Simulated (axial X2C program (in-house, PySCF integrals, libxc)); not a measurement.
# LiZn⁺: from Re and ωe to a spectrum

A bond curve at the CCSD(T) level, with spin–orbit coupling, was computed with an in-house all-electron X2C program for linear molecules (integrals from PySCF) (basis Zn dyall-cv3z [9s10p6d3f2g], Li dyall-cv3z [7s8p2d] (cores contracted in-house)) for the state Ω = 0 (closed shell). Its fit gives Re = 2.7185 Å, ωe = 246.3 cm⁻¹, ωexe = 3.14 cm⁻¹ and αe = 6.035e-03 cm⁻¹; the masses are 63.9291 and 7.0160 u. Two-component means X2C with spin–orbit coupling and atomic mean-field Coulomb and Gaunt terms.

Correlated methods: 12 electrons correlated (number of frozen shells: Zn 3 s, 2 p; Li 1 s), 222 virtual spin orbitals or spinors in MP2, 90 natural virtuals in coupled cluster.

(1) Find the reduced mass, Be and the force constant.

(2) A Morse curve ties αe to the other constants (Pekeris). How well does that hold?

(3) Where do the fundamental and the first overtone lie?

(4) Estimate De from a Morse curve and compare with the computed well depth of 0.562 eV to Zn + Li+.

(5) Estimate the centrifugal constant by the Kratzer relation.

The state is a single determinant with fixed occupations, the lowest that a limited PBE0 search found. Dissociation energies refer to the lowest single-determinant-based atoms at the same level and basis. Coupled cluster ran in a truncated set of natural virtual spinors; the MP2 energy of the rest was added. (T) has no such correction and the atoms are truncated less, which lowers De at CCSD(T) by a hundredth of an eV or more.

Answers

(1) From the CCSD(T) values: μ = 6.3222 u. Be = 16.8576/(μ Re²) = 0.3608 cm⁻¹. k = 5.8918×10⁻⁷ μ ωe² = 0.226 mdyn/Å.

(2) αe(Morse) = 6Be²/ωe × (√(ωexe/Be) − 1) = 6.184e-03 cm⁻¹; the CCSD(T) curve gives 6.035e-03 cm⁻¹, a ratio of 1.02.

(3) ν(1←0) = ωe − 2ωexe = 240.0 cm⁻¹; ν(2←0) = 2ωe − 6ωexe = 473.8 cm⁻¹.

(4) De(Morse) = ωe²/(4ωexe) = 0.599 eV against 0.562 eV computed, a ratio of 1.07. For De the Morse form works well here.

(5) D = 4Be³/ωe² = 3.10e-06 cm⁻¹.
